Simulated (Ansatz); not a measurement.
Reaction R1 → P1 + P2, each structure at its B3LYP-D3(BJ)/def2-TZVP stationary point, reached from a drawn start (curvature not checked).
R1: C4H11As (SMILES CC(C)(C)[AsH2]), charge 0, multiplicity 1.
P1, AsH (SMILES [AsH]) (charge 0, multiplicity 3, Z-matrix in Å and degrees):
```
As
H 1 1.5355
```
P2, C4H10 (SMILES CC(C)C) (charge 0, multiplicity 1):
| atom | x (Å) | y (Å) | z (Å) |
|---|---|---|---|
| C | -0.7065 | 1.0703 | 0.6903 |
| C | -0.1031 | -0.2730 | 0.2799 |
| C | 1.4232 | -0.1986 | 0.2371 |
| C | -0.6672 | -0.7406 | -1.0619 |
| H | -0.3300 | 1.3945 | 1.6629 |
| H | -0.4539 | 1.8451 | -0.0394 |
| H | -1.7954 | 1.0146 | 0.7524 |
| H | -0.3827 | -1.0132 | 1.0386 |
| H | 1.8609 | -1.1640 | -0.0257 |
| H | 1.7526 | 0.5304 | -0.5090 |
| H | 1.8335 | 0.1054 | 1.2025 |
| H | -0.4133 | -0.0312 | -1.8548 |
| H | -0.2627 | -1.7146 | -1.3453 |
| H | -1.7555 | -0.8252 | -1.0277 |

P less R. No zero-point or thermal terms; singlets are restricted closed shells; open shells are unrestricted; no spin–orbit coupling.

Correlated levels freeze the cores. In cc and def2 sets filled d and f shells under p-block atoms count as core.

Programs: Ansatz (a quantum-chemistry and plane-wave program) with Gaussian orbitals. Each number belongs to the level named beside it.

Total energies in hartree:

| structure | PBE/def2-TZVPP | B3LYP/def2-TZVPP | CCSD(T)/cc-pVTZ |
|---|---|---|---|
| R1 | -2394.403365 | -2395.028159 | -2393.126560 |
| P1 | -2236.078527 | -2236.463095 | -2234.927219 |
| P2 | -158.275424 | -158.525045 | -158.156027 |

Question: Work out the reaction energy at each level in kJ/mol (1 hartree = 2625.49964 kJ/mol), and say how far PBE/def2-TZVPP lies from CCSD(T)/cc-pVTZ.

Answer: 
- PBE/def2-TZVPP: (-2236.078527) + (-158.275424) − (-2394.403365) = 0.049414 hartree = 129.7 kJ/mol
- B3LYP/def2-TZVPP: (-2236.463095) + (-158.525045) − (-2395.028159) = 0.040019 hartree = 105.1 kJ/mol
- CCSD(T)/cc-pVTZ: (-2234.927219) + (-158.156027) − (-2393.126560) = 0.043314 hartree = 113.7 kJ/mol
PBE/def2-TZVPP less CCSD(T)/cc-pVTZ: 16.0 kJ/mol. CCSD(T)/cc-pVTZ is the level counted from, the highest shown, and no exact or measured value.
